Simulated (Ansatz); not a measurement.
The same path of C2H9NOSi (14 atoms, charge 0, multiplicity 1) was run twice with different band settings. The coordinate that changes most is the dihedral C2–O3–C4–H10.

These are results of RKS B3LYP-D4/def2-SVP (Ansatz 0.2.0), not measurements.

Relaxed end points:

```xyz
14
Properties=species:S:1:pos:R:3
N -0.992 1.723 0.919
C -1.369 0.920 -0.218
O -0.286 0.179 -0.728
C 0.233 -0.792 0.165
Si 1.854 -1.450 -0.562
H -0.576 2.613 0.650
H -1.768 1.899 1.552
H -2.185 0.239 0.104
H -1.733 1.500 -1.087
H -0.493 -1.620 0.318
H 0.421 -0.346 1.160
H 2.850 -0.346 -0.677
H 2.401 -2.506 0.345
H 1.629 -2.042 -1.912
```

```xyz
14
Properties=species:S:1:pos:R:3
N -1.689 1.084 0.851
C -0.923 1.025 -0.371
O 0.462 0.997 -0.124
C 0.919 -0.153 0.584
Si 1.382 -1.570 -0.605
H -1.734 2.027 1.233
H -2.637 0.735 0.730
H -1.251 0.123 -0.926
H -1.056 1.896 -1.041
H 0.169 -0.470 1.332
H 1.817 0.147 1.150
H 2.508 -1.153 -1.489
H 1.797 -2.777 0.173
H 0.221 -1.939 -1.468
```

Common settings: movable images 7; climbing image yes; spring 5.0 eV/Å²; optimiser quadratic models (default); start path through a guess of the saddle point; iteration limit 60; end points relaxed.

| run | force threshold |
| --- | --- |
| 1 | 0.05 eV/Å |
| 2 | 0.5 eV/Å |

(1) What does each run give, and how far can it be trusted?

Answers

(1) Run 1: converged after 22 iterations, highest image 0.083 eV above the first end. A vibrational analysis at the climbing image gives one clearly imaginary mode, 72i cm⁻¹: a first-order saddle point.
Run 2: converged after 17 iterations, highest image 0.130 eV above the first end. The threshold of 0.5 eV/Å is loose, so the images may lie well off the minimum-energy path. The order of the stationary point at the top wasn't checked.
